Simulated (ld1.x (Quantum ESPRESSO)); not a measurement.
What one change does to a pseudopotential (chlorine, TM)

```
Element                 : chlorine
Generator               : ld1.x (Quantum ESPRESSO) 7.5
Type                    : norm-conserving Troullier–Martins (Kleinman–Bylander form)
Functional              : LDA (PZ)
Relativity              : scalar-relativistic
Frozen core             : [Ne]
Valence charge          : 7
Reference configuration : 3s2 3p4 (charge +1)
Partial waves           : 3s (bound): rc 1.30 bohr; 3p (bound): rc 1.20 bohr
Local potential         : all-electron potential smoothed inside 1.10 bohr (lloc = -1)
Core correction         : none
```

All-electron outer shells of the reference configuration (LDA (PZ), scalar-relativistic, ld1.x):

| shell | level (eV) | outermost node (bohr) | outermost maximum (bohr) |
| --- | --- | --- | --- |
| 3s | -32.06 | 0.56 | 1.26 |
| 3p | -19.51 | 0.53 | 1.39 |

Change: all radii scaled by about 1.05 (s 1.36, p 1.26 bohr); local potential all-electron potential smoothed inside 1.16 bohr (lloc = -1).

Cutoffs: the cutoffs (Ry, on a coarse ladder) from which the occupation-weighted sum of valence levels, in a spherical-Bessel basis at the reference potential, stays within 10 and 1 mRy of its value at 400 Ry; they do not see the model core or the augmentation charge, which bear on the density cutoff. Errors are all-electron minus pseudo energies relative to the spin-unpolarised reference configuration.

Question: Predict the effect on cutoff, ghosts and configuration errors.

Answer: The potential gets softer (55 Ry and 100 Ry → 50 Ry and 80 Ry); the errors of the 9 common tests hardly move; neither file shows a bound ghost. A larger radius leaves more room for a smooth pseudo-wave, so fewer plane waves are needed.

| quantity | base | changed |
| --- | --- | --- |
| cutoff, loose | 55 Ry | 50 Ry |
| cutoff, tight | 100 Ry | 80 Ry |
| bound ghosts | none | none |
| error for 3s2 3p5, meV [ΔE -13.97 eV] | +8.2 | +8.1 |
| error for 3s2 3p3, meV [ΔE 25.53 eV] | +16 | +16 |
| error for 3s2 3p2, meV [ΔE 63.92 eV] | +95 | +95 |
| error for 3s2 3p4.5, meV [ΔE -8.34 eV] | +2.9 | +2.9 |
| error for 3s1 3p6, meV [ΔE -1.92 eV] | +5.8 | +5.8 |
| error for 3s2 3p5.3, meV [ΔE -16.14 eV] | +11 | +11 |
| error for 3s2 3p1, meV [ΔE 116.29 eV] | +302 | +304 |
| error for 3s2 3p4 (spin-polarised), meV [ΔE -0.88 eV] | +89 | +90 |
| error for 3s2 3p5 (spin-polarised), meV [ΔE -14.16 eV] | +25 | +26 |
